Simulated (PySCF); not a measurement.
C$_{4}$H$_{2}$BF (SMILES C#CB(F)C#C), singlet, geometry from GFN2-xTB; PySCF with MP2/cc-pVDZ.

Here is a job for PySCF.
```python
from pyscf import gto, scf, mp

mol = gto.Mole()
mol.atom = '''
    B     0.32928792   -0.24658179    0.11366006
    C    -1.06064654   -0.84909034    0.01500780
    C    -2.16558263   -1.32045523   -0.06517949
    H    -3.13081133   -1.73278372   -0.13509747
    C     0.56104443    1.22320909   -0.18745508
    C     0.73777808    2.38964296   -0.42765470
    H     0.89272090    3.40874057   -0.63742247
    F     1.35067676   -1.01143186    0.46621205
'''
mol.basis = 'cc-pvdz'
mol.verbose = 4
mol.max_memory = 1800
mol.build()

mf = scf.RHF(mol)
mf.kernel()

pt = mp.MP2(mf, frozen=6)
pt.kernel()
print('E(MP2) = %.10f' % pt.e_tot)
```

It wrote (shortened):

```
PySCF version 2.14.0

[INPUT] verbose = 4
[INPUT] num. atoms = 8
[INPUT] num. electrons = 40
[INPUT] charge = 0
[INPUT] spin (= nelec alpha-beta = 2S) = 0
[INPUT] symmetry False subgroup None
[INPUT] Mole.unit = angstrom
[INPUT] Symbol           X                Y                Z      unit          X                Y                Z       unit  Magmom
[INPUT]  1 B      0.329287920000  -0.246581790000   0.113660060000 AA    0.622263984928  -0.465972050405   0.214786384702 Bohr   0.0
[INPUT]  2 C     -1.060646540000  -0.849090340000   0.015007800000 AA   -2.004331475568  -1.604548197614   0.028360631732 Bohr   0.0
[INPUT]  3 C     -2.165582630000  -1.320455230000  -0.065179490000 AA   -4.092358070815  -2.495298744450  -0.123171385039 Bohr   0.0
[INPUT]  4 H     -3.130811330000  -1.732783720000  -0.135097470000 AA   -5.916375961385  -3.274486663905  -0.255297218422 Bohr   0.0
[INPUT]  5 C      0.561044430000   1.223209090000  -0.187455080000 AA    1.060220316413   2.311530173178  -0.354238761858 Bohr   0.0
[INPUT]  6 C      0.737778080000   2.389642960000  -0.427654700000 AA    1.394198511907   4.515770729895  -0.808150258883 Bohr   0.0
[INPUT]  7 H      0.892720900000   3.408740570000  -0.637422470000 AA    1.686998006675   6.441586106994  -1.204553893944 Bohr   0.0
[INPUT]  8 F      1.350676760000  -1.011431860000   0.466212050000 AA    2.552409159215  -1.911329209059   0.881013090472 Bohr   0.0

nuclear repulsion = 157.811100533059
number of shells = 36
number of NR pGTOs = 170
number of NR cGTOs = 94
basis = cc-pvdz
ecp = {}

******** <class 'pyscf.scf.hf.RHF'> ********
method = RHF
initial guess = minao
damping factor = 0
level_shift factor = 0
DIIS = <class 'pyscf.scf.diis.CDIIS'>
diis_start_cycle = 1
diis_space = 8
diis_damp = 0
SCF conv_tol = 1e-09
SCF conv_tol_grad = None
SCF max_cycles = 50
direct_scf = True
direct_scf_tol = 1e-13
Set gradient conv threshold to 3.16228e-05
Initial guess from minao.
init E= -277.816381367684
  HOMO = -0.294627854995995  LUMO = -0.0283993885012839  gap/eV = 7.24445
cycle= 1 E= -276.638093565024  delta_E= 1.18  |g|= 0.549  |ddm|= 2.92
  HOMO = -0.416338238057048  LUMO = 0.0329398245151165  gap/eV = 12.22548
cycle= 2 E= -276.715551574236  delta_E= -0.0775  |g|= 0.262  |ddm|= 0.697
  HOMO = -0.40560279499399  LUMO = 0.049697503840787  gap/eV = 12.38935
cycle= 3 E= -276.727707417635  delta_E= -0.0122  |g|= 0.0696  |ddm|= 0.255
  HOMO = -0.403905149994596  LUMO = 0.0580916950234984  gap/eV = 12.57157
cycle= 4 E= -276.729150869024  delta_E= -0.00144  |g|= 0.0112  |ddm|= 0.128
  HOMO = -0.404392584117807  LUMO = 0.0565065327485774  gap/eV = 12.54170
cycle= 5 E= -276.729217624171  delta_E= -6.68e-05  |g|= 0.00382  |ddm|= 0.0224
  HOMO = -0.40479334539442  LUMO = 0.0568466239353116  gap/eV = 12.56186
cycle= 6 E= -276.729232438596  delta_E= -1.48e-05  |g|= 0.00265  |ddm|= 0.00671
  HOMO = -0.404785271326828  LUMO = 0.0568944599197003  gap/eV = 12.56295
cycle= 7 E= -276.729238512774  delta_E= -6.07e-06  |g|= 0.00136  |ddm|= 0.0041
  HOMO = -0.404712043789771  LUMO = 0.0570913330017842  gap/eV = 12.56631
cycle= 8 E= -276.729241858216  delta_E= -3.35e-06  |g|= 0.000498  |ddm|= 0.00416
  HOMO = -0.404832192657859  LUMO = 0.0570621601152048  gap/eV = 12.56879
cycle= 9 E= -276.729242311599  delta_E= -4.53e-07  |g|= 0.000177  |ddm|= 0.00171
  HOMO = -0.40482459812019  LUMO = 0.057075396905109  gap/eV = 12.56894
cycle= 10 E= -276.729242344946  delta_E= -3.33e-08  |g|= 3.82e-05  |ddm|= 0.000531
  HOMO = -0.404831946822663  LUMO = 0.0570726348845412  gap/eV = 12.56906
cycle= 11 E= -276.729242345952  delta_E= -1.01e-09  |g|= 5.23e-06  |ddm|= 0.000114
  HOMO = -0.404831947636804  LUMO = 0.0570730985894201  gap/eV = 12.56908
cycle= 12 E= -276.72924234597  delta_E= -1.81e-11  |g|= 2.26e-06  |ddm|= 1.55e-05
  HOMO = -0.404832030038308  LUMO = 0.0570730295991764  gap/eV = 12.56908
Extra cycle  E= -276.72924234597  delta_E= 3.41e-13  |g|= 1.27e-06  |ddm|= 2.71e-06
converged SCF energy = -276.72924234597

******** <class 'pyscf.mp.mp2.RMP2'> ********
nocc = 14, nmo = 88
frozen orbitals 6
E(RMP2) = -277.478069206401  E_corr = -0.748826860431749
E(SCS-RMP2) = -277.456929740301  E_corr = -0.727687394331665
E_corr(same-spin) = -0.197197890215116
E_corr(oppo-spin) = -0.551628970216633
E(MP2) = -277.4780692064
```
